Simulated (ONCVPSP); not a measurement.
**What one change does to a pseudopotential (Zr (Z = 40), ONCV)**

zirconium, optimised norm-conserving Vanderbilt (ONCV), made with ONCVPSP 4.0.1 (PBE, scalar-relativistic). Core [Ar] 3d10, reference 4s2 4p6 4d2 5s1 5p1. Waves: 4s+5s: rc 2.05 bohr, ncon 4, nbas 7, qcut 5.8 1/bohr, 2 projectors; 4p+5p: rc 2.55 bohr, ncon 4, nbas 7, qcut 4.3 1/bohr, 3 projectors, debl 0.8 Ha; 4d: rc 1.85 bohr, ncon 5, nbas 9, qcut 5.2 1/bohr, 1 projector. Local part: polynomial inside 1.60 bohr (lpopt 5, dvloc0 2 Ha). Core correction: Teter function, fcfact 5.75, rcfact 1.75.

Change: s: rc 1.42; local potential polynomial inside 1.42 bohr (lpopt 5, dvloc0 2 Ha).

Cutoffs: the cutoffs (Ha) at which the residual kinetic energy of the hardest occupied pseudo-wave falls to 1 and 0.1 mHa per electron; they do not see the model core or the augmentation charge, which bear on the density cutoff. Errors are all-electron minus pseudo energies relative to the spin-unpolarised reference configuration.

**Question.** How do hardness, ghosts and transferability respond?

**Answer.** The potential gets harder (14 Ha and 63 Ha → 31 Ha and 63 Ha); a bound ghost appears in d, which as a rule spoils a file; of the 4 tests that both files solve, the error grows in 0 and shrinks in 2 by more than 15 % and 0.3 meV (median size 2.3 → 1.9 meV). A smaller radius makes the pseudo-wave follow the all-electron one further in, where it bends more sharply, so more plane waves are needed.

```tsv
quantity	base	changed
cutoff, loose	14 Ha	31 Ha
cutoff, tight	63 Ha	63 Ha
loose cutoff by channel	s 11 Ha, p 8.3 Ha, d 14 Ha	s 31 Ha, p 8.3 Ha, d 14 Ha
bound ghosts	none	d
GHOST(+) flags under 300 eV	none	none
error for 4s2 4p6 4d2 5s2 5p0, meV [ΔE -3.04 eV]	-1.0	-0.7
error for 4s2 4p6 4d2 5s1 5p0, meV [ΔE 4.10 eV]	-0.9	-1.0
error for 4s2 4p6 4d2 5s0 5p0, meV [ΔE 17.04 eV]	-8.7	-7.7
error for 4s2 4p6 4d2 5s0 5p1, meV [ΔE 7.81 eV]	-3.6	-2.7
p: phases at 2.58 bohr within 0.05 rad from the reference energy up to (Ha; the scan ends near 5)	4.0	3.8
d: phases at 1.88 bohr within 0.05 rad from the reference energy up to (Ha; the scan ends near 5)	3.0	2.8
rms error of d²Exc/dni dnj with the model core, mHa	4.04	3.65
```

 A true bound ghost makes a file unfit for plane-wave use even where its test errors are small: the radial tests pick states by their node count and pass the ghost by.
